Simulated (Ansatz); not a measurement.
[Ag(NH3)2]+ (AgN₂H₆⁺): single points at one geometry.

```yaml
crystal:
  periodic: [false, false, false]
  atoms:
    - {symbol: Ag, position_ang: [0.000236, 0.000077, -0.000005]}
    - {symbol: N, position_ang: [-0.003767, -0.014712, 2.122535]}
    - {symbol: H, position_ang: [-0.422432, 0.837629, 2.506725]}
    - {symbol: H, position_ang: [0.944924, -0.083039, 2.502926]}
    - {symbol: H, position_ang: [-0.536092, -0.806878, 2.494609]}
    - {symbol: N, position_ang: [0.003830, 0.014806, -2.122523]}
    - {symbol: H, position_ang: [-0.947310, 0.018220, -2.502878]}
    - {symbol: H, position_ang: [0.479609, -0.807246, -2.506216]}
    - {symbol: H, position_ang: [0.481001, 0.841143, -2.495185]}
basis:
  gaussian: {orbitals: def2-TZVP, initial_orbitals: start.molden}
total_charge: 1
hamiltonian: {xc: {name: LC-wPBE, parameters: {omega: 0.2/bohr}}}
scf: {omitted_lower_state_checks: [starts]}
output: {orbitals: {seedname: orbitals}}
```

The file start.molden holds the orbitals of an earlier run on this structure, at another level or in another basis.

```sh
$ ansatz run in.yaml --threads 4 --pin off --events-out ev --progress --plain --max-ram 3916MiB
```

It prints (some lines left out):

```
Functional definition: LC-wPBE
927 factors; their error is unknown
169 factors; integrals over basis functions are off by at most 3.3e-5 eV
mean field evaluation 1: about -7072.7877 eV, gradient 7.2e0 eV
mean field evaluation 2: about -7072.8532 eV, gradient 6.4e-2 eV
mean field evaluation 4: about -7072.8292 eV, gradient 1.9e-4 eV
mean field -7072.82921118 eV, -259.9216793750 hartree, gradient 7.5e-6 eV, S^2 0.000000; 0 other end points of the search recorded, 0 dependent functions left out
reference -7072.82921121 eV, -259.9216793761 hartree; 19, 19 occupied and 119, 119 virtual orbitals, 927 factors
Total energy: -7072.82921121 eV, -259.9216793761 hartree
Checks for a lower state left out: starts
```

Hardware: 4 threads of Arm Neoverse V2 on a shared host. Wall time 0.9 s.

As the first input, with `hamiltonian: {xc: pbe, dispersion: d4}` (abridged; 0.8 s):

```
Functional definition: PBE
mean field -7071.40916694 eV, -259.8694937118 hartree, gradient 1.4e-5 eV, S^2 0.000000
Total energy: -7071.51635118 eV, -259.8734326599 hartree
Checks for a lower state left out: starts
```

First input, but with `hamiltonian: {xc: {name: LC-wPBE, parameters: {omega: 0.1/bohr}}}` (abridged; 1.2 s):

```
Functional definition: LC-wPBE
mean field -7072.12666158 eV, -259.8958611535 hartree, gradient 1.3e-5 eV, S^2 0.000000
Total energy: -7072.12666172 eV, -259.8958611586 hartree
Checks for a lower state left out: starts
```

First input, but with `gaussian: {orbitals: def2-TZVPP, initial_orbitals: start.molden}`, `correlation: {method: ccsd_t}` and without the key `hamiltonian` (abridged; 76 s):

```
Functional definition: HF
mean field -7032.00190781 eV, -258.4213036499 hartree, gradient 3.8e-6 eV, S^2 0.000000
2 core orbitals not correlated: weight in the atoms' cores, before any rotation towards them, 1.000 or more for the frozen orbitals, at most 0.000 for the correlated occupied ones
second order -31.02297901 eV of doubles, -0.00000000 eV of singles
cycle   1  -29.85271499 eV  change     1.2e0 eV  update   1.2e-1
cycle   2  -30.50347670 eV  change   -6.5e-1 eV  update   3.7e-2
cycle   3  -30.67401959 eV  change   -1.7e-1 eV  update   2.1e-2
cycle   4  -30.64433154 eV  change    3.0e-2 eV  update   8.6e-3
cycle   5  -30.63462387 eV  change    9.7e-3 eV  update   4.2e-3
cycle   6  -30.63935640 eV  change   -4.7e-3 eV  update   1.5e-3
cycle   7  -30.63881425 eV  change    5.4e-4 eV  update   5.4e-4
cycle   8  -30.63846572 eV  change    3.5e-4 eV  update   1.5e-4
cycle   9  -30.63856453 eV  change   -9.9e-5 eV  update   5.3e-5
cycle  10  -30.63859725 eV  change   -3.3e-5 eV  update   1.3e-5
perturbative correction -0.98504046 eV, -0.0361995690 hartree
Total energy: -7063.62554551 eV, -259.5834509002 hartree
Checks for a lower state left out: starts
```

As the first input, with `hamiltonian: {xc: pbe}`, `correlation: {method: rpa}` and without the key `output` (abridged; 1.6 s):

```
Functional definition: PBE
mean field -7071.40903013 eV, -259.8694886843 hartree, gradient 2.9e-6 eV, S^2 0.000000
2 core orbitals not correlated: weight in the atoms' cores, before any rotation towards them, 1.000 or more for the frozen orbitals, at most 0.000 for the correlated occupied ones
Total energy: -7067.32766746 eV, -259.7195013723 hartree
Checks for a lower state left out: starts
```

The first input with `correlation: {method: mp2}` and without the key `hamiltonian` (abridged; 0.65 s):

```
Functional definition: HF
mean field -7031.85236767 eV, -258.4158081511 hartree, gradient 3.2e-6 eV, S^2 0.000000
2 core orbitals not correlated: weight in the atoms' cores, before any rotation towards them, 1.000 or more for the frozen orbitals, at most 0.000 for the correlated occupied ones
second order -25.29006652 eV of doubles, -0.00000000 eV of singles
Total energy: -7057.14243419 eV, -259.3452009536 hartree
Checks for a lower state left out: starts
```

First input, but with `hamiltonian: {xc: {name: CAM-B3LYP}, dispersion: d4}`, `output: {forces: true, orbitals: {seedname: orbitals}}` (abridged; 1.4 s):

```
Functional definition: CAM-B3LYP
mean field -7072.63129692 eV, -259.9144061602 hartree, gradient 1.5e-5 eV, S^2 0.000000
Total energy: -7072.72215926 eV, -259.9177452897 hartree
Atom 0 force     0.000200     0.000675     0.000207 eV/Å
Atom 1 force    -0.000222    -0.002862     0.431843 eV/Å
Atom 2 force     0.151535    -0.309631    -0.106104 eV/Å
Atom 3 force    -0.344467     0.024344    -0.104880 eV/Å
Atom 4 force     0.192819     0.286970    -0.100634 eV/Å
Atom 5 force     0.001374     0.003592    -0.432373 eV/Å
Atom 6 force     0.344941    -0.001347     0.104064 eV/Å
Atom 7 force    -0.172854     0.298191     0.105343 eV/Å
Atom 8 force    -0.173326    -0.299933     0.102534 eV/Å
Dipole moment:    -0.000189    -0.000129    -0.000014 e Å
Checks for a lower state left out: starts
```

Geometry: PBE-D4/def2-TZVP.

In the def2 sets Ag takes a core potential; there is no spin–orbit coupling. Correlated methods freeze 2 core orbitals; core or outer-core shells of Ag are correlated, in sets that lack core-valence functions.
